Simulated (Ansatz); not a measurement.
Molecule: C4H2FS, charge 0, multiplicity 2. It need not be the lowest isomer of its formula. 
Geometry from a B3LYP-D3(BJ)/def2-TZVP (Ansatz, a quantum-chemistry and plane-wave program) optimisation:
```xyz
8

F     -0.1689     2.2515     0.4491
C     -0.1372     0.9376     0.1801
C     -1.3357     0.2083    -0.0961
C     -0.9944    -1.0771    -0.3270
S      0.6595    -1.4464    -0.2311
C      1.0128     0.2131     0.1498
H     -2.3246     0.6388    -0.1099
H      2.0210     0.5485     0.3244
```
Charge 0, spin multiplicity 2.

Basis-set convergence of Hartree-Fock and CCSD(T) correlation energies (hartree) with Ansatz. Correlated levels leave the core frozen unless marked. Open shells are spin-unrestricted. No spin-orbit coupling. No relativistic terms.

The UHF reference is spin-contaminated (<S^2> 0.38 over the pure value in the largest basis). 

| basis | functions | E(HF) | E(corr, CCSD(T)) |
|---|---|---|---|
| cc-pV(D+d)Z | 103 | -649.52729 | -0.86542 |
| cc-pV(T+d)Z | 217 | -649.61472 | -1.07965 |
| cc-pV(Q+d)Z | 399 | -649.63594 | -1.15118 |

Extrapolating the two largest sets (X = 3 and 4) as X^-3: E(corr) = (64·(-1.15118) - 27·(-1.07965))/37 = -1.2034 Eh, an estimate of the basis-set limit. The largest set recovers 95.7 % of it, the smallest 71.9 %.
